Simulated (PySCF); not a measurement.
Si(CF3)(F)(H)2 (CH2F4Si), SMILES F[SiH2]C(F)(F)F. Heavy atoms are numbered as in [SiH2:1]([F:2])[C:3]([F:4])([F:5])[F:6]. Hydrogens are named by the atom that carries them.

The structure is a stationary point at PBE0-D3(BJ)/def2-SVP.

The numbers are results of PBE/pcSseg-1 (PySCF), not measurements.

GIAO shieldings, no solvent; atoms alike by connectivity are averaged. δ = σ(ref) − σ: ²⁹Si against TMS (σ = 335.4 ppm); ¹⁹F against CFCl3 (σ = 133.6 ppm); ¹³C against TMS (σ = 182.0 ppm); ¹H against TMS (σ = 31.49 ppm), references at their B3LYP-D3(BJ)/def2-TZVP geometries, non-relativistic.

```json
[
 {"nucleus": "²⁹Si", "atoms": "Si1 (SiH2)", "count": "1", "δ (ppm)": "-13.2"},
 {"nucleus": "¹⁹F", "atoms": "F4", "count": "3", "δ (ppm)": "-100.7"},
 {"nucleus": "¹⁹F", "atoms": "F2", "count": "1", "δ (ppm)": "-254.3"},
 {"nucleus": "¹³C", "atoms": "C3", "count": "1", "δ (ppm)": "138.4"},
 {"nucleus": "¹H", "atoms": "H on Si1", "count": "2", "δ (ppm)": "5.39"}
]
```
